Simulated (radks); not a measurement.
Results of a calculation; reference values are marked as such.
Question: Level of theory: scalar-relativistic Kohn-Sham, LB94 model potential, spin-unpolarised, spherical densities, finite nucleus; Fermi nuclear charge, rms radius of each element as measured or else 0.836 A^(1/3) + 0.57 fm (a radial shooting solver on a logarithmic mesh with Libxc functionals). Response by self-consistent Sternheimer equations with the Hartree and adiabatic LDA kernel, the relativistic mass of each level held fixed and spin-orbit coupling left out. For heavy and open-shell atoms this level of theory can miss by tens of per cent. Rank Cr5+, Fe7+, Co8+, Sc2+, Mn6+, Ti3+, Ca+, K, V4+ (NIST ground configurations) by static dipole polarisability, largest first.

Answer: K 147.6, Ca+ 49.93, Sc2+ 4.276, Ti3+ 2.263, V4+ 1.451, Cr5+ 1.016, Mn6+ 0.7490, Fe7+ 0.5720, Co8+ 0.4483 bohr^3.
